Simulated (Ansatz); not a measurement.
C₃H₉OSi, doublet, at a GFN2-xTB geometry; R2SCAN/3-21G (Ansatz, a program for electronic structure).

Here is a job for Ansatz.
Ansatz 0.2 input:
```yaml
crystal:
  periodic: [false, false, false]
  atoms:
    - {symbol: C, position_ang: [2.41378070, -1.13115148, -0.46578042]}
    - {symbol: C, position_ang: [1.14726911, -0.35368402, -0.78233997]}
    - {symbol: O, position_ang: [0.50680121, 0.00475492, 0.41959238]}
    - {symbol: Si, position_ang: [-0.86703288, 0.83762587, 0.64892059]}
    - {symbol: C, position_ang: [-2.40107071, -0.01794513, -0.08047721]}
    - {symbol: H, position_ang: [2.91815378, -1.41450380, -1.38608488]}
    - {symbol: H, position_ang: [2.16642389, -2.02754711, 0.09706671]}
    - {symbol: H, position_ang: [3.08205162, -0.51975112, 0.13506892]}
    - {symbol: H, position_ang: [1.38950688, 0.55388138, -1.34926984]}
    - {symbol: H, position_ang: [0.46825986, -0.96490865, -1.38983032]}
    - {symbol: H, position_ang: [-0.74435096, 2.20508153, 0.13574560]}
    - {symbol: H, position_ang: [-2.50886585, -1.03598343, 0.28527433]}
    - {symbol: H, position_ang: [-3.30883863, 0.52110194, 0.17034644]}
    - {symbol: H, position_ang: [-2.33816445, -0.06548864, -1.16835862]}
basis:
  gaussian:
    orbitals: 3-21G.json
hamiltonian:
  xc: r2scan
magnetization: {spin_polarized: true, initial_magnetization: 1}
scf: {lower_state_search: full}
```
The basis file holds 3-21G in the JSON format of the Basis Set Exchange.

Output, abridged:

```
Functional definition: r2SCAN
914 factors; their error is unknown
mean field evaluation 1: about -13099.3527 eV, gradient 4.3e1 eV
mean field evaluation 2: about -13087.2058 eV, gradient 6.6e1 eV
mean field evaluation 4: about -13107.0546 eV, gradient 2.9e0 eV
mean field evaluation 8: about -13107.1075 eV, gradient 7.0e-2 eV
mean field evaluation 16: about -13106.9966 eV, gradient 2.1e-4 eV
mean field evaluation 32: about -13107.1031 eV, gradient 3.9e-1 eV
mean field evaluation 64: about -13106.9966 eV, gradient 4.4e-5 eV
a density is far from that of the atoms, so the factors are made again for it
865 factors; integrals over basis functions are off by at most 7.1e-5 eV
mean field -13106.99481781 eV, -481.6731753142 hartree, gradient 1.9e-5 eV, S^2 0.751336; 0 other end points of the search recorded, 0 dependent functions left out
reference -13106.99482703 eV, -481.6731756533 hartree; 25, 24 occupied and 42, 43 virtual orbitals, 865 factors
Total energy: -13106.99482703 eV, -481.6731756533 hartree
```
